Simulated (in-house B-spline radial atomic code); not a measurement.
**RPBE excitations of Rb7+**

Method: RPBE. Computed with an all-electron radial atomic-structure program (B-spline basis): linear response of the closed shell [Ar] 3d10 4s2 with the functional's adiabatic kernel; scalar-relativistic (spin-free one-electron X2C), finite nucleus, no spin-orbit coupling, no double excitations, S, P, D and F terms only; shells from n = 2 respond. Only terms of natural parity with L up to 3 were computed.

Command:
```bash
python run_td.py task.json out
```
Settings (radii: box in bohr, nucleus in fm):
```
Z                        37
electrons                30
configuration            [Ar] 3d10 4s2
hamiltonian              x2c
method                   rpbe,pbe
box_radius               12.81
rms_radius               4.2036
intervals                70
```

Time taken, with all properties: 1.5 s on 1 thread of Arm Neoverse N1 (shared host).

The lowest states, in the order of their Tamm-Dancoff energies; the method's threshold (minus the highest occupied level) is 125.17 eV. Labels give the largest channel, * marks a mixed state, and oscillator strengths are full-response dipole values. Semilocal kernels can invert the small singlet-triplet splittings of Rydberg terms. Energies in eV:

```tsv
state	full response	Tamm-Dancoff	oscillator strength
4s → 4p 3P	17.246	17.451	-
4s → 4p 1P	23.930	24.669	1.51
4s → 4d 3D	47.50	47.58	-
4s → 4d 1D	50.03	50.06	-
4s → 5s 3S	64.11	64.12	-
4s → 5s 1S	?	?	-
4s → 5p 3P	?	?	-
4s → 5p 1P	72.23	72.28	0.111
4s → 4f 3F	73.39	73.45	-
4s → 4f 1F	74.35	74.38	-
```

Task: Where does 4s → 5p 3P lie?

Result: At 71.63 eV in full response, 71.64 eV in Tamm-Dancoff.

Task: Where does 4s → 5s 1S lie?

Result: At 65.42 eV in full response, 65.48 eV in Tamm-Dancoff.

Task: How large is the singlet-triplet splitting of 4s → 4p (P terms) in Tamm-Dancoff?

Result: 7.22 eV, from the unrounded values.

Task: What polarisabilities and dispersion coefficient does the method give?

Result: Dipole 2.161 bohr³, quadrupole 2.063 bohr⁵, C6 3.681 hartree·bohr⁶ for two such species.
